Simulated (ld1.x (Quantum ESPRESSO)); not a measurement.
**PBE TM semilocal dataset for Te, scalar-relativistic all-electron reference.**

- Element: Te (Z = 52)
- Generator: ld1.x (Quantum ESPRESSO) 7.5
- Type: norm-conserving Troullier–Martins (semilocal form)
- Functional: PBE
- Relativity: scalar-relativistic
- Frozen core: [Kr] 4d10
- Valence charge: 6
- Reference configuration: 5s2 5p4
- Partial waves: 5s (bound): rc 1.35 bohr; 5p (bound): rc 2.05 bohr
- Local potential: the p channel
- Core correction: none

All-electron outer shells of the reference configuration (PBE, scalar-relativistic, ld1.x):

```json
{"shell": "4p", "level (eV)": "-114.41", "outermost node (bohr)": "0.38", "outermost maximum (bohr)": "0.74"}
{"shell": "4d", "level (eV)": "-41.65", "outermost node (bohr)": "0.36", "outermost maximum (bohr)": "0.81"}
{"shell": "5s", "level (eV)": "-15.11", "outermost node (bohr)": "0.91", "outermost maximum (bohr)": "1.80"}
{"shell": "5p", "level (eV)": "-5.95", "outermost node (bohr)": "1.00", "outermost maximum (bohr)": "2.17"}
```

What the tests gave:

```
Cutoffs needed           : 70 Ry and 200 Ry (the cutoffs (Ry, on a coarse ladder) from which the occupation-weighted sum of valence levels, in a spherical-Bessel basis at the reference potential, stays within 10 and 1 mRy of its value at 400 Ry)
Ghost test               : no extra level below or beside the all-electron valence levels (s, p tested); the semilocal form is local in each channel, so this says nothing of the separable form that plane-wave codes build from it (spherical-Bessel basis up to 400 Ry, 20 bohr box)
Largest excitation error : +148 meV (all-electron minus pseudo) for 5s0 5p6, out of 7 test configurations
```

Generation and tests took about 1.4 s on one core of a shared server CPU.
